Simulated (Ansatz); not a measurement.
`BO[C](=C)[GeH3]`, relaxed with RKS PBE-D4/def2-SVP in the Gaussian-basis code of Ansatz from a rough embedded geometry. The force threshold is 0.03 eV/Å; the program also tests the step.

Charge 0, multiplicity 1.

Start:

```xyz
12

B     0.093   -0.246   -2.140
O    -0.889   -0.379   -1.081
C    -0.600   -0.162    0.251
C    -1.556   -0.196    1.180
Ge    1.173    0.382    0.897
H    -0.265   -0.492   -3.320
H     1.219    0.060   -2.008
H    -2.557   -0.514    0.840
H    -1.444   -0.064    2.205
H     1.545    1.728    0.218
H     2.154   -0.720    0.522
H     1.128    0.603    2.435
```

Problem. How much energy does the relaxation release, and in how many steps? (Estimate.)

Solution. Ansatz gave: 9.95 kcal/mol, in 6 steps.

Problem. Which bonds change most? (Estimate.)

Solution. The calculation gave: B1–O2 from 1.450 to 1.358 Å; C4–H9 from 1.040 to 1.098 Å; B1–H7 from 1.174 to 1.220 Å; B1–H6 from 1.257 to 1.214 Å.

Problem. Give the relaxed structure. (An estimate is asked.)

Solution. Computed: 
```xyz
12

B     0.045   -0.262   -2.105
O    -0.852   -0.360   -1.091
C    -0.589   -0.114    0.248
C    -1.611   -0.247    1.116
Ge    1.223    0.408    0.854
H    -0.372   -0.517   -3.216
H     1.198    0.067   -1.883
H    -2.612   -0.541    0.762
H    -1.462   -0.066    2.189
H     1.664    1.750    0.217
H     2.266   -0.688    0.521
H     1.103    0.570    2.390
```
